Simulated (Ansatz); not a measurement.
Several settings on one geometry of TeF4 (that of the charge 0 singlet, B3LYP-D4/def2-SVP). Ansatz on 4 threads of Arm Neoverse V1 on a shared host; times are rough.

| atom | x (Å) | y (Å) | z (Å) |
| --- | --- | --- | --- |
| Te1 | -0.352 | -0.466 | -0.006 |
| F2 | -0.231 | -0.287 | 1.934 |
| F3 | -0.188 | -0.267 | -1.942 |
| F4 | 1.546 | -0.368 | 0.016 |
| F5 | -0.775 | 1.388 | -0.002 |

Totals from different functionals, basis sets or treatments of relativity can't be compared as stabilities.

DK, ANO-RCC and x2c sets are all-electron and run with scalar relativity unless a key says otherwise. In the def2 sets Te takes a core potential; there is no spin–orbit coupling. HSE06 is defined as in plane-wave codes, on full-range PBE exchange. Correlated methods freeze 8 core orbitals; core or outer-core shells of Te are correlated, in sets that lack core-valence functions.

(1) Give the basis size and estimate the energy, ⟨S²⟩, dipole and time of these runs.

```tsv
run	method	charge	state	further keys
1	RKS B97M-V/STO-3G	0	singlet	final_grid: {core_spheres: 8, valence_spheres: 7, degree: 23}; accuracy: high; scf: {omitted_lower_state_checks: [starts]}; forces asked
2	RKS ωB97X-V/STO-3G	0	singlet	scf: {lower_state_search: off}; forces asked
3	RKS HSE06/x2c-TZVPPall	0	singlet	scf: {omitted_lower_state_checks: [starts]}
4	RKS PBE0-DH/def2-SVPD	0	singlet	scf: {omitted_lower_state_checks: [starts]}; forces asked
```

Answers

(1) 
```
run  functions  energy (Eh)  ⟨S²⟩  dipole (D)  wall time
  1         47   -6942.2846     –        0.61       10 s
  2         47   -6942.1978     –        0.70      1.4 s
  3        184   -7193.1326     –           –      2.7 s
  4        127    -666.6043     –        3.31        6 s
```
